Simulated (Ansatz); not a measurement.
System: BH2S, charge 0, doublet. BH2S (SMILES S[BH], doublet).
B3LYP-D3(BJ)/def2-TZVP minimum from Ansatz (a quantum-chemistry and plane-wave program):
```xyz
4

B      0.2427    -0.7824     0.9627
H     -0.5037    -1.4518     1.5900
S      0.0372     0.3185    -0.3639
H     -1.3051     0.2677    -0.5810
```
Charge 0, spin multiplicity 2.

Total energies in aug-cc-pV(T+d)Z, 11 correlated electrons, 6 frozen orbitals. Open shells are spin-unrestricted; no spin-orbit coupling. Cores are frozen in correlated methods. No relativity.

| method | program | energy (Eh) | minus CCSDT(Q) (mEh) |
|---|---|---|---|
| HF | Ansatz | -423.36282 | 305.96 |
| MP2 | Ansatz | -423.62282 | 45.97 |
| CCSD | Ansatz | -423.65348 | 15.30 |
| CCSD(T) | Ansatz | -423.66687 | 1.91 |
| CCSDT(Q) | Ansatz | -423.66878 | 0.00 |

Rough core times of Ansatz's runs on a shared machine: CCSD(T) 20 s, CCSDT(Q) 50 min.
